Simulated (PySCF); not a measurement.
ClH4MoN3, SMILES [NH]=[Mo](=[NH])([NH2])[Cl], multiplicity 1. Coordinates come from a r2SCAN-D4/def2-SVP optimisation. The spin state was assumed, not searched. The def2 effective core potentials stand for the cores of Mo; spin–orbit coupling is left out. The values are those of a single conformer.

Computed equilibrium geometry at r2SCAN-D4/def2-SVP (PySCF confirms it by a frequency run) as Cartesian coordinates in Å, and its point group (one conformer of several):
point group Cs.
```xyz
9

Mo    -0.0626    -0.2566     0.0000
N     -0.9018    -0.7353    -1.4400
H     -1.6819    -1.1130    -1.9781
N     -0.9018    -0.7353     1.4400
H     -1.6819    -1.1130     1.9781
Cl     0.1826     2.0461     0.0000
N      1.6296    -1.1891     0.0000
H      2.0538    -1.5799     0.8388
H      2.0538    -1.5799    -0.8388
```
